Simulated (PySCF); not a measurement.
Cartesian coordinates in Å; atom numbers follow the order of the lines, from 1:
```xyz
20

C    -2.5117    1.0982    0.6892
C    -1.6474    2.0691    0.9909
C    -0.5568    1.9629    2.0098
C     0.8222    2.0238    1.3597
Si    1.2821    0.6373    0.1444
O     2.9178    0.6045    0.5611
C     3.2538    1.5973    1.5032
C     1.9985    1.9160    2.3200
Cl    2.2419    3.3981    3.3016
H    -2.4952    0.1366    1.2132
H    -3.2718    1.2294   -0.0852
H    -1.6974    3.0163    0.4375
H    -0.6400    2.7831    2.7455
H    -0.6632    1.0183    2.5702
H     0.9307    2.9749    0.8048
H     0.6387   -0.6744    0.4464
H     1.0865    0.9733   -1.2942
H     3.6034    2.5209    1.0044
H     4.0675    1.2348    2.1503
H     1.8165    1.1075    3.0464
```

Geometry: PBE0-D3(BJ)/def2-SVP; GIAO shifts from PySCF 2.14, gas phase, non-relativistic, averaged over equivalent atoms.

At PBE0/pcSseg-1 (222 basis functions, 84 s wall time on 1 thread of an Arm Neoverse N1, shared host):
```csv
atoms,δ (ppm)
C2,148.2
C1,124.1
C7,76.3
C8,66.6
C3,36.5
C4,35.8
Si5,9.7
O6,36.3
Cl9,121.4
H12,6.05
H10,5.44
H11,5.24
H17,4.96
H16,4.76
H19,4.26
H18,3.62
H20,3.59
H13,2.86
H14,1.76
H15,1.29
```

Scale: 13C (184.41 ppm), 29Si (351.99 ppm), 1H (31.27 ppm) vs TMS; 17O (334.56 ppm) against H2O; 35Cl (943.27 ppm) vs HCl (reference shieldings calculated alike).

Question: Predict the values at PBE/pcSseg-1 on the same geometry.

Answer: 
```
atoms  δ at PBE/pcSseg-1  change
   C2              147.5    -0.7
   C1              121.5    -2.6
   C7               79.9    +3.6
   C8               69.5    +2.9
   C3               39.2    +2.7
   C4               39.1    +3.3
  Si5               10.3    +0.6
   O6               50.4   +14.1
  Cl9              144.6   +23.2
  H12               6.09   +0.04
  H10               5.38   -0.06
  H11               5.16   -0.08
  H17               5.21   +0.25
  H16               5.00   +0.24
  H19               4.36   +0.10
  H18               3.77   +0.15
  H20               3.73   +0.14
  H13               2.99   +0.13
  H14               1.80   +0.04
  H15               1.42   +0.13
```

References, each an isolated molecule treated in the same way: 13C (180.03 ppm) and 29Si (334.61 ppm) and 1H (31.20 ppm) vs TMS; 17O (334.63 ppm) vs H2O; 35Cl (933.68 ppm) vs HCl.

The largest change is at Cl9 (chlorine bonded to C). Cost: 222 basis functions, 100 s wall time on 1 thread of an Arm Neoverse N1, shared host. The order of the carbon signals is the same at both levels.

Carbons that carry Cl, above all several Cl atoms, come out too deshielded, partly because spin–orbit coupling is missing. Experimental scales use liquid or dissolved standards, which lie at an offset from isolated H2O (liquid H2O: subtract about 36 ppm).
